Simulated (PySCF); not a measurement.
Delta-SCF ions had no search for a lower state. Excitations are Tamm–Dancoff values on a coarser integration grid. The basis has no diffuse functions, so Rydberg states are missing or too high.

**CH₂B₂O, SMILES `C1B2OB12` (charge 0, multiplicity 1)**

Calculation: r2SCAN-D4/def2-TZVP (PySCF).

```
Quantity                                                             Value
-------------------------------------------  -----------------------------
HOMO                                                              -5.41 eV
dipole moment                                                       1.98 D
LUMO                                                              -2.57 eV
HOMO–LUMO gap                                                      2.85 eV
S1 excitation (TDA)                                                3.87 eV
S1 oscillator strength                                               0.052
brightest of the four lowest singlets (TDA)                        5.53 eV
T1 excitation (TDA)                                                1.44 eV
S1–T1 gap (TDA)                                                    2.43 eV
vertical ionisation energy (Delta-SCF)                             8.09 eV
total energy                                                  -164.1438 Ha
cost                                         around 3 core-minutes (rough)
```

```xyz
6

C     -0.6166     0.0456    -0.0074
B      0.6634     0.1116     0.8769
O      1.7214    -0.1287     0.0158
B      0.6568    -0.2102    -0.8665
H     -1.2921    -0.7931     0.1498
H     -1.1590     0.9737    -0.1767
```
